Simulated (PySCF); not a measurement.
Frontier orbitals and the lowest excitations

Compound: CH11NSi4.
Cartesian coordinates in Å at the GFN2-xTB level; atoms count from 1:
```
atom  x, y, z in Å
C1    -2.7170   -0.3339    0.2240
N2    -1.3317    0.0467    0.2707
Si3   -0.4501    0.2121    1.7738
Si4    1.3361    0.7452    0.3593
Si5    3.2206   -0.5899    0.2149
Si6   -0.4391    0.5407   -1.1522
H7    -2.9490   -1.0236    1.0367
H8    -2.9432   -0.8269   -0.7223
H9    -3.3772    0.5355    0.3195
H10   -0.5311   -1.0614    2.5070
H11   -1.0909    1.2028    2.6556
H12    1.7982    2.1468    0.5161
H13    4.0826   -0.2368   -0.9169
H14    2.8996   -2.0098    0.0528
H15    4.0765   -0.4982    1.4015
H16   -0.5144   -0.5397   -2.1490
H17   -1.0769    1.7022   -1.7964
```

Theory: TDDFT PBE0/def2-SVPD, vertical, gas phase, core orbitals frozen in the response (PySCF).

Frontier orbitals with the atoms that hold most of them (Löwdin shares over 4%, at most four atoms; ? is withheld):

```json
{"orbital": "LUMO+2", "ε (eV)": "-0.31", "atoms": "Si4 30%, Si5 23%, Si3 10%, Si6 9%"}
{"orbital": "LUMO+1", "ε (eV)": "-0.39", "atoms": "Si4 28%, Si5 16%, Si6 12%, Si3 12%"}
{"orbital": "LUMO", "ε (eV)": "-0.92", "atoms": "Si6 21%, Si3 21%, Si4 20%, H17 6%"}
{"orbital": "HOMO", "ε (eV)": "-6.83", "atoms": "?"}
{"orbital": "HOMO-1", "ε (eV)": "-7.70", "atoms": "?"}
{"orbital": "HOMO-2", "ε (eV)": "-8.15", "atoms": "Si4 30%, Si5 22%, N2 10%, Si3 9%"}
{"orbital": "HOMO-3", "ε (eV)": "-8.91", "atoms": "Si4 31%, H12 23%, Si5 14%, H14 8%"}
```

(1) Which atoms hold the HOMO-1, and with what shares?

(2) Which atoms hold the HOMO, and with what shares?

(3) How does S1 compare with the orbital gap of 5.91 eV?

(4) Give energy, strength and leading configuration of S1, S3, S4, S6 and S7, and follow the Löwdin shares of the leading atoms from the occupied to the empty orbital.

Results:

(1) Si4 (bonded to 3 Si and H) 34%; Si6 (bonded to N, Si and 2 H) 20%; Si3 (bonded to N, Si and 2 H) 20%; Si5 (bonded to Si and 3 H) 4%.

(2) N2 (bonded to C and 2 Si) 51%; C1 (bonded to N and 3 H) 9%; Si3 (bonded to N, Si and 2 H) 8%; Si6 (bonded to N, Si and 2 H) 8%. By element: nitrogen 51%, silicon 17% or more, carbon 9%.

(3) S1 is at 4.65 eV (f = 0.0006), 1.27 eV below the gap, made of HOMO→LUMO (99%). 

(4) 
- S1 (4.65 eV, f 0.0006), HOMO→LUMO (99%): N2 51% → at most 6%, C1 9% → at most 6%, Si6 8% → 21%, Si3 8% → 21%
- S3 (5.45 eV, f 0.021), HOMO→LUMO+1 (95%): N2 51% → at most 12%, C1 9% → at most 12%, Si4 at most 9% → 28%, Si5 at most 9% → 16%
- S4 (5.69 eV, f 0.110), HOMO-1→LUMO (94%): Si4 34% → 20%, Si6 20% → 21%, Si3 20% → 21%
- S6 (6.05 eV, f 0.0025), HOMO-1→LUMO+1 (97%): Si4 34% → 28%, Si6 20% → 12%, Si5 4% → 16%
- S7 (6.12 eV, f 0.015), HOMO-2→LUMO (86%): Si4 30% → 20%, Si5 22% → at most 6%, Si6 at most 9% → 21%, Si3 9% → 21%

Löwdin shares depend on the basis, the more so with diffuse functions.
